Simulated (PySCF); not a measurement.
## 33S chemical shifts

- GIAO PBE0/pcSseg-1 shieldings
- GFN2-xTB structure
- code: PySCF
- one conformer, no relativistic terms, no solvent model, rapidly exchanging positions averaged

Shieldings were converted by a linear fit to measured shifts: 33S: δ = 158.28 − 0.937σ (rms 33.3 ppm, 20 shifts vs sulfate, solution or neat liquid). A few per cent of atoms miss by over 2 rms, more outside the fitted compound classes.

Question: Give the 33S shifts of `Cc1cc(F)c(S(=O)(=O)Cl)s1`.

Answer: 
```csv
compound,environment,δ (ppm)
[CH3:1][c:2]1[cH:3][c:4]([F:5])[c:6]([S:7](=[O:8])(=[O:9])[Cl:10])[s:11]1,S7: sulfonyl sulfur,-33
[CH3:1][c:2]1[cH:3][c:4]([F:5])[c:6]([S:7](=[O:8])(=[O:9])[Cl:10])[s:11]1,S11: aromatic ring sulfur,-117
```

Question: Order these by 33S shift, lowest first.
A. [SiH3]c1ccc2snnc2c1
B. COC(=O)c1sc(C)pc1C
C. CC(C)([SiH2]N)[SiH2]S[SiH3]
D. O=S(=O)(C1CNC1)C(F)(F)F

Answer: C (-616 ppm, sulfur bonded to 2 Si), D (-12 ppm, sulfone sulfur), B (28 ppm, aromatic ring sulfur), A (154 ppm, aromatic ring sulfur).
